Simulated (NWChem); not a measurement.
# SiH₂F₂; SMILES F[SiH2]F

```xyz
5

Si     0.0000     0.0000     0.4329
F      1.3009     0.0000    -0.5183
F     -1.3009     0.0000    -0.5183
H      0.0000     1.2462     1.2320
H      0.0000    -1.2462     1.2320
```
Atoms are numbered in this order, from 1.

Results from NWChem. Structure relaxed at the PBE0/def2-SVP level. Level: PBE0/def2-SVP with SMD (1 M gas to 1 M solution), gas-phase geometry. Reactions with the solvent are ignored.

For solvent water:

- solvation free energy (kcal/mol): 0.3
- cavity-dispersion-structure term (kcal/mol): 2.7
- dipole in solution (D): 1.94

Task: Estimate the same quantities for solvent n-hexane.

Result: 
| Item | Value |
|---|---|
| solvation free energy (kcal/mol) | -1.0 |
| cavity-dispersion-structure term (kcal/mol) | 0.0 |
| dipole in solution (D) | 1.76 |
